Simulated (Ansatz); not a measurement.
**K⁺ ··· SiH$_{3}$Cl**

The pair of K⁺ (SMILES [K+], atom 1) and SiH$_{3}$Cl (SMILES [SiH3]Cl, atoms 2–6), both closed shells, in one local arrangement (a lower one may exist), relaxed at PBE0-D4/def2-TZVP:

```
6
angstrom
K -0.6822 -1.8857 -3.2465
Si 0.2206 0.3901 0.8124
Cl -0.7649 0.2822 -1.0491
H 1.0140 -0.8522 0.9147
H -0.8498 0.4669 1.8233
H 1.0623 1.5986 0.7452
```

Computed with Ansatz 0.2.0 (basis: def2-TZVPPD, with def2-QZVPPD for the basis limit); correlated methods freeze the cores. The outer core shell of Li, Na, Mg and K is correlated. The def2 sets are not built for correlating such inner shells, so the correlated values are less sure here. B3LYP uses VWN-RPA correlation. Extrapolation: Hartree–Fock as exp(−7.88 √X), correlation as X^−2.97. Interaction energies count from these two fragments, frozen as in the pair, with the counterpoise correction; negative means bound.

**Question.** What is the interaction energy by CCSD(T) at an estimated basis limit (MP2 extrapolated from triple and quadruple zeta, plus CCSD(T) − MP2 in triple zeta)? (To be estimated.)

**Answer.** The calculation gives: -11.10 kcal/mol. Hartree–Fock alone gives -9.88 kcal/mol at the basis limit. It counts from the two fragments frozen as in the pair.

The same quantity by other methods in triple zeta, and each one's difference from that estimate:
| method | E_int (kcal/mol) | difference |
| --- | --- | --- |
| PBE-D4 | -11.16 | -0.06 |
| revPBE-D4 | -10.41 | 0.69 |
| BLYP-D4 | -11.18 | -0.08 |
| r2SCAN-D4 | -10.57 | 0.53 |
| B97M-V | -10.34 | 0.76 |
| PBE0-D4 | -11.20 | -0.10 |
| B3LYP-D4 | -11.46 | -0.36 |
| HSE06-D4 | -11.21 | -0.11 |
| wB97X-V | -11.03 | 0.07 |
| wB97M-V | -10.92 | 0.18 |
| B2PLYP | -10.44 | 0.66 |
| HF | -9.67 | 1.43 |
| MP2 | -10.41 | 0.69 |
| CCSD | -10.12 | 0.98 |
| CCSD(T) | -10.10 | 1.00 |
Differences are method less estimate.

**Question.** Which atoms make the shortest contact between the fragments?

**Answer.** K1 and Cl3, 3.09 Å apart.

Energy to bend the free fragments (PBE0-D4 minima) into their shapes in the pair, CCSD(T)/def2-TZVPPD: SiH$_{3}$Cl 0.81 kcal/mol. This must be added to the interaction energy to get the binding energy from relaxed fragments.

Basis-set superposition shift (counterpoise-corrected less uncorrected): CCSD(T) 0.62; MP2 0.57; HF 0.07; PBE0-D4 0.11; wB97M-V 0.10 kcal/mol.

No T1 diagnostic of these runs exceeds 0.009.

For scale, one of the runs: CCSD(T)/def2-TZVPPD, 186 basis functions, launched by `ansatz run in.yaml --threads 2 --pin off --events-out ev --progress --plain --max-ram 5222MiB`. The run took 37 s on 2 CPU threads of an Arm Neoverse V2 (shared host), with 1.8 GiB of host memory at its peak.
